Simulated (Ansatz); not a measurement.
Basis-set extrapolation for C2H6SSi, SMILES `[SiH3]/C=C\S` (PBE0-D4/def2-TZVP geometry, frozen core, Ansatz 0.2.0). Multiplicity 1, RHF reference.

```json
{"": "HF", "def2-TZVPP": "-765.714665", "def2-QZVPP": "-765.738556"}
{"": "MP2 correlation", "def2-TZVPP": "-0.631424", "def2-QZVPP": "-0.676903"}
{"": "CCSD(T) correlation", "def2-TZVPP": "-0.715054", "def2-QZVPP": "not run"}
```

Energies in hartree. Use E(X) = E(∞) + A·exp(−7.88·√X) for Hartree–Fock and E(X) = E(∞) + B·X^(−2.97) for correlation, with X = 3 and 4, and add CCSD(T) minus MP2 of the smaller set to the MP2 limit.

Problem. What is the CCSD(T) energy at the basis-set limit?

Solution. HF limit: -765.738556 + (-0.023891) × 0.13774 = -765.74185. MP2 limit: -0.676903 + (-0.045479) × 0.74074 = -0.71059. Higher-order term: -0.715054 − (-0.631424) = -0.08363. Total: -766.53607 hartree, 279.2 kJ/mol below CCSD(T)/def2-TZVPP.
